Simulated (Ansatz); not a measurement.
Stepwise reaction of `O[Si](O)(Cl)N[SiH2]Cl` with hydrogen fluoride, as a gas-phase model of exchange steps in deposition or etching. ΔE in kJ/mol.

Calculated with Ansatz (gas phase, PBE0-D4/def2-TZVP geometries, no zero-point term in ΔE). CBS: MP2 limit from def2 TZ/QZ plus the TZ coupled-cluster correction, frozen cores. This one scheme is used for every species. Functionals use def2-TZVPP. B3LYP here is the variant with VWN-RPA as its local correlation; programs differ in this. One conformer a species, not always the lowest.

```csv
step,reaction,PBE-D4,B3LYP-D4,ωB97M-V,CCSD(T)/CBS
1,`O[Si](O)(Cl)N[SiH2]Cl` + H–F → `O[Si](O)(F)N[SiH2]Cl` + HCl,-42.6,-53.0,-51.5,-50.0
2,`O[Si](O)(F)N[SiH2]Cl` + H–F → `O[Si](O)(F)N[SiH2]F` + HCl,-35.3,-44.7,-43.8,-41.7
```

**Question.** By hand: ΔE of the 2 steps together at CCSD(T)/CBS.

**Answer.** (-50.0) + (-41.7) = -91.7 kJ/mol, or -45.9 kJ/mol a step.

In ΔE each step is higher than the one before. All are downhill at CCSD(T)/CBS. PBE-D4 differs from CCSD(T)/CBS by 6.4 to 7.4 kJ/mol a step. Isolated molecules leave out the surface, adducts and barriers. Largest T1 diagnostic: 0.011.
